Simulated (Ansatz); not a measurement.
```yaml
crystal:
  periodic: [false, false, false]
  atoms:
    - {symbol: Ga, position_ang: [-0.657650, -0.769561, 1.303012]}
    - {symbol: Ga, position_ang: [0.658696, 0.778090, -1.297597]}
    - {symbol: Cl, position_ang: [1.535140, -0.469502, 0.499801]}
    - {symbol: Cl, position_ang: [1.316432, 2.809494, -1.136002]}
    - {symbol: Cl, position_ang: [-0.870088, 0.242505, 3.178126]}
    - {symbol: Cl, position_ang: [-1.517718, 0.591420, -0.418429]}
    - {symbol: Cl, position_ang: [0.797705, -0.387434, -3.088763]}
    - {symbol: Cl, position_ang: [-1.262519, -2.795023, 0.959852]}
basis:
  gaussian: {orbitals: def2-TZVPD}
total_charge: -1
magnetization: {spin_polarized: true, initial_magnetization: 1}
hamiltonian: {xc: pbe0, dispersion: d4}
scf: {omitted_lower_state_checks: [starts]}
output: {orbitals: {seedname: orbitals}}
```

```sh
$ ansatz run in.yaml --threads 4 --pin off --events-out ev --progress --plain --max-ram 4787MiB
```

Question: Does this run fit into the memory that it is given?

Answer: No. It has 384 basis functions, and Ansatz plans for 6 GiB where 5 GiB are given.
